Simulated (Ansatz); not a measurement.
All values below come from PBE0-D3(BJ)/def2-SVP (Ansatz, an electronic-structure program). No frequencies were computed at this level.

Ansatz 0.2 input:
```yaml
crystal:
  periodic: [false, false, false]
  atoms:
    - { symbol: C, position_ang: [-1.396552, -0.573473, 0.113172] }
    - { symbol: O, position_ang: [-0.041725, -0.794912, -0.211946] }
    - { symbol: Ge, position_ang: [1.266854, 0.38858, -0.13858] }
    - { symbol: I, position_ang: [3.245101, -0.961405, -0.893497] }
    - { symbol: I, position_ang: [0.711721, 2.318199, -1.705819] }
    - { symbol: I, position_ang: [1.478501, 1.228437, 2.257068] }
    - { symbol: H, position_ang: [-1.839739, 0.194971, -0.526115] }
    - { symbol: H, position_ang: [-1.512368, -0.28148, 1.160159] }
    - { symbol: H, position_ang: [-1.911792, -1.518918, -0.05444] }
basis:
  gaussian: { orbitals: def2-svp }
hamiltonian:
  xc: pbe0
  dispersion: d3bj
relax:
  max_steps: 150
```

Output:

```
Functional definition: PBE0
1928 factors; integrals over basis functions are off by at most 2.9e-4 eV
mean field evaluation 1: about -83933.8414 eV, gradient 4.7e1 eV
mean field evaluation 2: about -83914.2070 eV, gradient 1.1e2 eV
mean field evaluation 4: about -83938.2568 eV, gradient 7.1e0 eV
mean field evaluation 8: about -83938.3886 eV, gradient 6.3e-1 eV
mean field evaluation 16: about -83938.3899 eV, gradient 4.2e-5 eV
mean field -83938.38985400 eV, -3084.6789316505 hartree, gradient 4.2e-5 eV, S^2 0.000000; 0 other end points of the search recorded, 0 dependent functions left out
reference -83938.38988229 eV, -3084.6789326900 hartree; 62, 62 occupied and 91, 91 virtual orbitals, 1928 factors
relax step   1: F+E_penalty+E_count = -83938.75402767 eV  Δ(F+E_penalty+E_count) = +0.000e0 eV  max|allowed force component| = 6.552e-1 eV/Å  Δτ_max = 0.0000 Å  (30 SCF iters, accepted)
these checks for a lower state are left out or cut short: starts, cluster_reference, orbital_swaps, neighbouring_geometries, increment
1928 factors; integrals over basis functions are off by at most 3.1e-4 eV
mean field -83938.41186569 eV, -3084.6797405650 hartree, gradient 8.4e-6 eV, S^2 0.000000; 0 other end points of the search recorded, 0 dependent functions left out
reference -83938.41189379 eV, -3084.6797415978 hartree; 62, 62 occupied and 91, 91 virtual orbitals, 1928 factors
relax step   2: F+E_penalty+E_count = -83938.78436075 eV  Δ(F+E_penalty+E_count) = -3.033e-2 eV  max|allowed force component| = 2.705e-1 eV/Å  Δτ_max = 0.1131 Å  (33 SCF iters, accepted)
these checks for a lower state are left out or cut short: starts, cluster_reference, orbital_swaps, neighbouring_geometries, increment
1928 factors; integrals over basis functions are off by at most 3.2e-4 eV
mean field evaluation 32: about -83938.4268 eV, gradient 2.3e-5 eV
mean field -83938.42677212 eV, -3084.6802883663 hartree, gradient 2.3e-5 eV, S^2 0.000000; 0 other end points of the search recorded, 0 dependent functions left out
reference -83938.42680014 eV, -3084.6802893961 hartree; 62, 62 occupied and 91, 91 virtual orbitals, 1928 factors
relax step   3: F+E_penalty+E_count = -83938.79857027 eV  Δ(F+E_penalty+E_count) = -1.421e-2 eV  max|allowed force component| = 2.146e-1 eV/Å  Δτ_max = 0.0493 Å  (33 SCF iters, accepted)
these checks for a lower state are left out or cut short: starts, cluster_reference, orbital_swaps, neighbouring_geometries, increment
1928 factors; integrals over basis functions are off by at most 3.2e-4 eV
mean field -83938.42800873 eV, -3084.6803338110 hartree, gradient 2.3e-5 eV, S^2 0.000000; 0 other end points of the search recorded, 0 dependent functions left out
reference -83938.42803667 eV, -3084.6803348376 hartree; 62, 62 occupied and 91, 91 virtual orbitals, 1928 factors
relax step   4: F+E_penalty+E_count = -83938.80068388 eV  Δ(F+E_penalty+E_count) = -2.114e-3 eV  max|allowed force component| = 6.987e-2 eV/Å  Δτ_max = 0.0300 Å  (33 SCF iters, accepted)
these checks for a lower state are left out or cut short: starts, cluster_reference, orbital_swaps, neighbouring_geometries, increment
1928 factors; integrals over basis functions are off by at most 3.2e-4 eV
mean field -83938.42767007 eV, -3084.6803213654 hartree, gradient 2.6e-5 eV, S^2 0.000000; 0 other end points of the search recorded, 0 dependent functions left out
reference -83938.42769797 eV, -3084.6803223907 hartree; 62, 62 occupied and 91, 91 virtual orbitals, 1928 factors
relax step   5: F+E_penalty+E_count = -83938.80088853 eV  Δ(F+E_penalty+E_count) = -2.047e-4 eV  max|allowed force component| = 4.015e-2 eV/Å  Δτ_max = 0.0073 Å  (25 SCF iters, accepted)
these checks for a lower state are left out or cut short: starts, cluster_reference, orbital_swaps, neighbouring_geometries, increment
1928 factors; integrals over basis functions are off by at most 3.2e-4 eV
mean field -83938.42761508 eV, -3084.6803193445 hartree, gradient 1.1e-5 eV, S^2 0.000000; 0 other end points of the search recorded, 0 dependent functions left out
reference -83938.42764298 eV, -3084.6803203699 hartree; 62, 62 occupied and 91, 91 virtual orbitals, 1928 factors
relax step   6: F+E_penalty+E_count = -83938.80095045 eV  Δ(F+E_penalty+E_count) = -6.192e-5 eV  max|allowed force component| = 4.287e-3 eV/Å  Δτ_max = 0.0022 Å  (26 SCF iters, accepted)
1928 factors; integrals over basis functions are off by at most 3.2e-4 eV
mean field evaluation 64: about -83938.4276 eV, gradient 8.3e-3 eV
mean field -83938.42761508 eV, -3084.6803193445 hartree, gradient 1.1e-5 eV, S^2 0.000000; 1 other end points of the search recorded, 0 dependent functions left out
reference -83938.42764298 eV, -3084.6803203699 hartree; 62, 62 occupied and 91, 91 virtual orbitals, 1928 factors
Total energy: -83938.80097835 eV, -3084.6940401917 hartree
Atom 0 at    -1.374317    -0.557130     0.112700 Å, force    -0.002770    -0.004287    -0.000611 eV/Å
Atom 1 at    -0.045378    -0.871778    -0.232044 Å, force     0.000834     0.002066     0.000219 eV/Å
Atom 2 at     1.236731     0.331130    -0.148440 Å, force     0.000207     0.000022     0.000083 eV/Å
Atom 3 at     3.299584    -0.855364    -0.875876 Å, force     0.000632    -0.000033    -0.000135 eV/Å
Atom 4 at     0.678433     2.247977    -1.675058 Å, force     0.000011    -0.000071    -0.000146 eV/Å
Atom 5 at     1.431581     1.175053     2.210879 Å, force     0.000161    -0.000085     0.000140 eV/Å
Atom 6 at    -1.791285     0.235250    -0.534026 Å, force     0.000437    -0.000166    -0.000613 eV/Å
Atom 7 at    -1.461821    -0.236051     1.165898 Å, force     0.000573    -0.000307     0.000191 eV/Å
Atom 8 at    -1.973527    -1.469087    -0.024030 Å, force    -0.000084     0.002860     0.000872 eV/Å
Dipole moment:    -0.230736     0.038874     0.055478 e Å
```

Cost: around 2.6 core-minutes (rough).
